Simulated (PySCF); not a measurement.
# Germanium: a sound run and one with changed settings

Sound run: Ge [Ar] 3d10 4s2 4p2, Ge⁺ [Ar] 3d10 4s2 4p1. All numbers are calculated (PySCF 2.14, scalar relativity through the core potential, in cc-pVTZ-PP with ECP10MDF (5s4p3d1f, 39 functions)). The sound run starts from symmetry-adapted Hartree-Fock orbitals and uses a fine grid where one is needed.

Changed run: radial step 0.8 in ln r (0.13 in the sound run). This setting is unsound on purpose.

| species | method | sound run (hartree) | changed run (hartree) | converged |
| --- | --- | --- | --- | --- |
| Ge | UHF | -293.35281 | -293.35281 | yes |
| Ge | LDA | -294.05748 | -294.86541 | yes |
| Ge | PBE | -294.52720 | -295.27790 | yes |
| Ge⁺ | UHF | -293.08057 | -293.08057 | yes |
| Ge⁺ | LDA | -293.76471 | -294.55977 | yes |
| Ge⁺ | PBE | -294.23893 | -294.97953 | yes |

Ionisation energy of Ge:

```json
{"method": "UHF", "sound run (eV)": "7.408", "changed run (eV)": "7.408"}
{"method": "LDA", "sound run (eV)": "7.967", "changed run (eV)": "8.317"}
{"method": "PBE", "sound run (eV)": "7.844", "changed run (eV)": "8.119"}
```

A coarse radial grid mis-integrates the density and the exchange-correlation energy, with errors of either sign; Hartree-Fock needs no grid.

For comparison, NIST gives 7.899 eV between the lowest levels.
